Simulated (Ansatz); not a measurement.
Isolated molecules relaxed with PBE0-D4/def2-TZVP in Ansatz; ΔE leaves out vibrations. CBS: MP2 limit from def2 TZ/QZ plus the TZ coupled-cluster correction, frozen cores. This one scheme is used for every species. DFT in def2-TZVPP. One conformer a species, not always the lowest.

Reaction (ligand exchange at a B–C bond): `CSB(O)CF` + HCl → `CSB(O)Cl` + fluoromethane

| level | ΔE (kJ/mol) |
| --- | --- |
| r2SCAN-D4 | -98.4 |
| PBE0-D4 | -96.7 |
| r2SCAN | -99.1 |
| HF/def2-TZVPP | -105.1 |
| SCS-MP2/def2-TZVPP | -101.8 |
| SCS-MP2/def2-QZVPP | -102.3 |
| HF/CBS(def2) | -105.0 |
| MP2/CBS(def2) | -104.0 |

**Question.** What does CCSD(T)/CBS give? (Best estimate.)

**Answer.** The calculation gave: -96.7 kJ/mol. The listed levels differ from it by -1.7, 0.0, -2.4, -8.4, -5.1, -5.6, -8.3, -7.3 kJ/mol.

Largest T1 diagnostic among the species: 0.012.
